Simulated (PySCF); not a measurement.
C₂H₅ClFNSi.

```xyz
11

N     -2.0798     0.5776    -1.0163
Si    -0.7541    -0.4291    -0.5901
Cl    -0.7528    -1.0984     1.4087
C      0.8165     0.5251    -0.8266
C      1.7448     0.6642     0.1255
F      2.8730     1.3571    -0.0593
H     -3.0083     0.1743    -1.1230
H     -2.1377     1.5200    -0.6355
H     -0.8581    -1.6552    -1.4125
H      1.0089     1.0060    -1.7935
H      1.6833     0.2407     1.1327
```

Geometry: TPSSh-D3(BJ)/def2-SVP. The structure was generated by enumeration; whether it is a known compound was not checked. The values are those of a single conformer.

The numbers are results of HF/pcSseg-1 in PySCF, not measurements. Non-relativistic, no solvent.

Computed absolute GIAO shielding of each atom: isotropic value and principal components (ppm):
| atom | σ(iso) | σ11 | σ22 | σ33 | span |
|---|---|---|---|---|---|
| N1 | 236.3 | 223.9 | 229.1 | 256.0 | 32.2 |
| Si2 | 409.3 | 382.6 | 404.3 | 441.0 | 58.4 |
| Cl3 | 952.7 | 851.0 | 956.0 | 1051.2 | 200.2 |
| C4 | 88.1 | -18.1 | 109.0 | 173.3 | 191.4 |
| C5 | 16.0 | -119.4 | 76.9 | 90.6 | 210.0 |
| F6 | 302.0 | 179.2 | 310.6 | 416.1 | 236.9 |
| H7 | 30.2 | 23.2 | 25.5 | 42.0 | 18.8 |
| H8 | 30.4 | 23.5 | 26.9 | 40.9 | 17.4 |
| H9 | 26.9 | 23.2 | 24.7 | 32.8 | 9.6 |
| H10 | 26.4 | 23.8 | 26.7 | 28.9 | 5.1 |
| H11 | 24.7 | 20.0 | 23.9 | 30.1 | 10.1 |
